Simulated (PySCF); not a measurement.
# Assigning NMR signals

Molfile (atoms numbered from 1):
```
CH10N2OSi3
     RDKit          3D

 17 16  0  0  0  0  0  0  0  0999 V2000
    1.3816   -1.9107    0.6694 N   0  0  0  0  0  0  0  0  0  0  0  0
    1.0572   -0.2282    0.4853 Si  0  0  1  0  0  4  0  0  0  0  0  0
    2.0686    0.2825   -1.0437 C   0  0  0  0  0  0  0  0  0  0  0  0
    1.6216    0.9956   -1.9073 O   0  0  0  0  0  0  0  0  0  0  0  0
   -0.5495    0.2934    0.1279 N   0  0  0  0  0  0  0  0  0  0  0  0
   -1.8729   -0.2676    1.1120 Si  0  0  0  0  0  4  0  0  0  0  0  0
   -0.8833    1.4535   -1.1695 Si  0  0  0  0  0  4  0  0  0  0  0  0
    1.0108   -2.3699    1.4852 H   0  0  0  0  0  0  0  0  0  0  0  0
    1.2876   -2.5226   -0.1267 H   0  0  0  0  0  0  0  0  0  0  0  0
    1.6164    0.4106    1.6799 H   0  0  0  0  0  0  0  0  0  0  0  0
    3.1127   -0.0756   -1.1367 H   0  0  0  0  0  0  0  0  0  0  0  0
   -2.4916    0.8585    1.8106 H   0  0  0  0  0  0  0  0  0  0  0  0
   -1.3077   -1.2019    2.0913 H   0  0  0  0  0  0  0  0  0  0  0  0
   -2.8428   -0.9654    0.2661 H   0  0  0  0  0  0  0  0  0  0  0  0
   -0.8517    0.7792   -2.4630 H   0  0  0  0  0  0  0  0  0  0  0  0
   -2.2867    1.8293   -0.9209 H   0  0  0  0  0  0  0  0  0  0  0  0
   -0.0773    2.6514   -0.9700 H   0  0  0  0  0  0  0  0  0  0  0  0
  1  2  1  0
  2  3  1  0
  3  4  2  0
  2  5  1  0
  5  6  1  0
  5  7  1  0
  1  8  1  0
  1  9  1  0
  2 10  1  1
  3 11  1  0
  6 12  1  0
  6 13  1  0
  6 14  1  0
  7 15  1  0
  7 16  1  0
  7 17  1  0
M  END
```

Computed data (PySCF 2.14): shieldings: GIAO PBE0/pcSseg-1, GFN2-xTB geometry. No relativistic terms, no solvent model, equivalent nuclei averaged, single conformer.

Scale: ¹H (31.72 ppm) against TMS (reference shieldings calculated alike).

**Question.** Assign these signals to the numbered atoms. ¹H NMR (500 MHz, computed): δ 11.95 (d, 1H), 4.92 (d, 1H), 4.76 (s, 6H), 1.24 (br s, 2H).

**Answer.** 
| δ (ppm) | atoms | environment | reason |
| --- | --- | --- | --- |
| 11.95 | H11 | hydrogen on a carbonyl carbon | – |
| 4.92 | H10 | hydrogen on a silicon bonded to C, 2 N | – |
| 4.76 | H12/H13/H14/H15/H16/H17 | hydrogen on a silicon bonded to N | – |
| 1.24 | H8/H9 | hydrogen on a nitrogen bonded to Si | exchangeable; this is the value without hydrogen bonding to other molecules |

OH/NH shifts are gas-phase values; hydrogen bonding in solution moves them, usually downfield. No couplings were computed; multiplicities are counted from neighbouring protons, with m where these are inequivalent, close in shift, in a saturated or five-membered ring or joined by F or P, and br s for small geminal =CH2 splittings.
